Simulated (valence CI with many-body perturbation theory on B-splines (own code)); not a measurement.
E1 line list for La XLV

Method: configuration interaction combined with many-body perturbation theory (CI+MBPT): three valence electrons over a frozen Dirac-Fock core [Ne], a basis of 11 s, 11 p, 10 d, 8 f, 5 g, 2 h functions for each j, with the one-electron correlation potential Σ1 (screened to all orders), the two-electron term Σ2, the three-electron term Σ3, Breit, model QED; selected single and double excitations, second order for the rest, scaled by the run's own slope (own B-spline code, finite nucleus).

No measured spectrum was set against this ion. As an estimate, large intervals hold to a few tenths of a per cent, small ones and those within an open d or f shell to about a per cent.

Lines 151 to 200 of 585 in falling wavelength, among levels below 1723.6 eV, chosen from the strongest by gf and those to the six lowest levels. Wavelengths and rates use the calculated energies. Electric multipoles are in the length gauge with retardation, E1 and E2 with the static RPA response of the core. Weak lines are less certain than strong ones. Lines between different terms over intervals too small for the method are left out, as are lines whose strength nearly cancels. The highest levels of a list are the least certain.

Levels are named by their leading jj configuration (3d3/2^4 stands for four electrons in 3d with j = 3/2), which in mixed levels can hold well under half, so a name can repeat and another be missing. Letters in brackets count levels of one name in rising energy.

```csv
λ vac (Å),Upper,Lower,A (s⁻¹),S (a.u.) with core polarisation,S without
67.50,(3p3/2 3d3/2 3d5/2) J=5/2 [c],(3p3/2^2 3d3/2) J=7/2,3.63e+10,3.30e-02,3.36e-02
67.48,(3p3/2 3d3/2 3d5/2) J=1/2 [b],(3p3/2^2 3d5/2) J=1/2,1.53e+11,4.64e-02,4.73e-02
67.48,(3p1/2 3d3/2 3d5/2) J=3/2 [b],(3p1/2 3p3/2 3d3/2) J=1/2 [b],4.32e+10,2.62e-02,2.67e-02
67.46,(3d3/2 3d5/2^2) J=3/2 [a],(3p3/2 3d3/2 3d5/2) J=3/2 [a],8.03e+10,4.87e-02,4.95e-02
67.44,(3d3/2^2 3d5/2) J=1/2,(3p3/2 3d3/2^2) J=1/2,8.71e+10,2.64e-02,2.68e-02
67.37,(3s 3d3/2 3d5/2) J=9/2,(3s 3p3/2 3d5/2) J=9/2,1.88e+10,2.84e-02,2.89e-02
67.35,(3p1/2 3p3/2 3d5/2) J=7/2 [b],(3p1/2 3p3/2^2) J=5/2,1.36e+11,1.64e-01,1.67e-01
67.35,(3p1/2 3d3/2 3d5/2) J=9/2,(3p1/2 3p3/2 3d3/2) J=7/2,6.84e+10,1.03e-01,1.05e-01
67.33,(3p1/2 3d3/2 3d5/2) J=1/2,(3p1/2 3p3/2 3d3/2) J=1/2 [a],1.01e+11,3.05e-02,3.11e-02
67.33,(3s 3p3/2 3d5/2) J=1/2,(3s 3p3/2^2) J=1/2,1.64e+11,4.95e-02,5.04e-02
67.30,(3p1/2 3p3/2 3d5/2) J=5/2 [b],(3p1/2 3p3/2^2) J=3/2,2.19e+11,1.97e-01,2.01e-01
67.29,(3d3/2^2 3d5/2) J=5/2 [b],(3p3/2 3d3/2^2) J=3/2 [b],8.36e+10,7.54e-02,7.68e-02
67.25,(3p3/2^2 3d5/2) J=5/2 [b],(3p3/2^3) J=3/2,2.74e+11,2.47e-01,2.51e-01
67.24,(3p3/2 3d5/2^2) J=9/2,(3p3/2^2 3d5/2) J=9/2,9.58e+10,1.44e-01,1.46e-01
67.20,(3p1/2 3p3/2 3d5/2) J=3/2 [b],(3p1/2 3p3/2^2) J=1/2,6.00e+10,3.60e-02,3.66e-02
67.15,(3p3/2 3d5/2^2) J=3/2 [a],(3p3/2^2 3d5/2) J=5/2 [a],1.45e+11,8.69e-02,8.84e-02
67.14,(3p3/2 3d5/2^2) J=5/2 [a],(3p3/2^2 3d3/2) J=3/2 [a],2.33e+10,2.09e-02,2.12e-02
67.13,(3d3/2 3d5/2^2) J=3/2 [a],(3p3/2 3d3/2 3d5/2) J=5/2 [b],5.72e+10,3.42e-02,3.48e-02
67.07,(3p3/2^2 3d5/2) J=3/2,(3p3/2^3) J=3/2,2.23e+11,1.33e-01,1.35e-01
67.06,(3p1/2 3d3/2 3d5/2) J=5/2 [a],(3p1/2 3p3/2 3d3/2) J=5/2 [a],4.37e+10,3.90e-02,3.97e-02
66.95,(3p1/2 3d3/2 3d5/2) J=3/2 [a],(3p1/2 3p3/2 3d3/2) J=3/2 [a],6.11e+10,3.62e-02,3.68e-02
66.88,(3p3/2 3d5/2^2) J=3/2 [b],(3p3/2^2 3d5/2) J=3/2,2.91e+11,1.72e-01,1.75e-01
66.80,(3s 3p3/2 3d5/2) J=7/2 [a],(3s 3p3/2^2) J=5/2,5.09e+10,5.99e-02,6.09e-02
66.70,(3p3/2 3d5/2^2) J=3/2 [b],(3p3/2^2 3d5/2) J=5/2 [b],1.14e+11,6.69e-02,6.80e-02
66.66,(3s 3d5/2^2) J=5/2,(3s 3p3/2 3d5/2) J=7/2 [a],3.47e+10,3.04e-02,3.10e-02
66.61,(3p3/2 3d5/2^2) J=5/2 [b],(3p3/2^2 3d5/2) J=5/2 [a],1.18e+11,1.03e-01,1.05e-01
66.60,(3d3/2^2 3d5/2) J=3/2,(3p3/2 3d3/2^2) J=3/2 [a],7.23e+10,4.22e-02,4.29e-02
66.43,(3s 3d5/2^2) J=5/2,(3s 3p3/2 3d5/2) J=3/2 [a],2.81e+10,2.44e-02,2.48e-02
66.33,(3p1/2 3d5/2^2) J=9/2,(3p1/2 3p3/2 3d5/2) J=9/2,1.92e+10,2.77e-02,2.81e-02
66.15,(3p3/2 3d3/2 3d5/2) J=3/2 [c],(3p3/2^2 3d3/2) J=1/2,1.85e+11,1.05e-01,1.07e-01
66.15,(3s 3p3/2 3d5/2) J=5/2 [b],(3s 3p3/2^2) J=3/2,2.26e+11,1.94e-01,1.97e-01
66.11,(3p3/2 3d5/2^2) J=9/2,(3p3/2^2 3d3/2) J=7/2,8.79e+10,1.25e-01,1.28e-01
66.09,(3p1/2 3d5/2^2) J=5/2,(3p1/2 3p3/2 3d5/2) J=5/2 [a],8.45e+10,7.22e-02,7.35e-02
65.94,(3p1/2 3d5/2^2) J=1/2,(3p1/2 3p3/2 3d5/2) J=3/2 [b],1.60e+11,4.53e-02,4.61e-02
65.83,(3d3/2 3d5/2^2) J=7/2 [a],(3p3/2 3d3/2 3d5/2) J=7/2 [a],5.35e+10,6.03e-02,6.13e-02
65.83,(3s 3p1/2 3d5/2) J=5/2 [a],(3s 3p1/2 3p3/2) J=3/2 [a],9.76e+10,8.25e-02,8.39e-02
65.60,(3d5/2^3) J=9/2,(3p3/2 3d3/2 3d5/2) J=9/2 [b],7.29e+10,1.02e-01,1.03e-01
65.54,(3p1/2 3p3/2 3d5/2) J=5/2 [b],(3p1/2 3p3/2^2) J=5/2,3.58e+10,2.98e-02,3.04e-02
65.42,(3p3/2 3d3/2 3d5/2) J=3/2 [b],(3p3/2^2 3d3/2) J=3/2 [a],1.37e+11,7.58e-02,7.71e-02
65.34,(3s 3d3/2 3d5/2) J=5/2 [a],(3s 3p3/2 3d3/2) J=3/2 [a],1.01e+11,8.37e-02,8.52e-02
65.30,(3p3/2 3d3/2 3d5/2) J=5/2 [b],(3s 3d5/2^2) J=5/2,3.08e+10,2.54e-02,2.59e-02
65.28,(3s 3d3/2 3d5/2) J=9/2,(3s 3p3/2 3d3/2) J=7/2,1.56e+11,2.14e-01,2.17e-01
65.26,(3p3/2 3d3/2 3d5/2) J=5/2 [c],(3p3/2^2 3d3/2) J=5/2,6.45e+10,5.31e-02,5.40e-02
65.16,(3p1/2 3d5/2^2) J=3/2,(3p1/2 3p3/2 3d5/2) J=3/2 [a],9.02e+10,4.93e-02,5.01e-02
65.11,(3d3/2 3d5/2^2) J=1/2,(3p3/2 3d3/2 3d5/2) J=1/2 [a],8.00e+10,2.18e-02,2.22e-02
65.09,(3p3/2 3d5/2^2) J=7/2 [a],(3p3/2^2 3d3/2) J=5/2,4.81e+10,5.24e-02,5.33e-02
65.07,(3s 3p3/2 3d5/2) J=3/2 [b],(3s 3p3/2^2) J=1/2,1.11e+11,6.04e-02,6.14e-02
65.02,(3d5/2^3) J=3/2,(3p3/2 3d3/2 3d5/2) J=5/2 [d],1.26e+11,6.82e-02,6.94e-02
64.73,(3s 3p1/2 3d5/2) J=5/2 [b],(3s 3p1/2 3p3/2) J=5/2,4.16e+10,3.34e-02,3.40e-02
64.64,(3s 3d3/2 3d5/2) J=3/2 [a],(3s 3p3/2 3d3/2) J=1/2 [a],1.02e+11,5.43e-02,5.52e-02
```
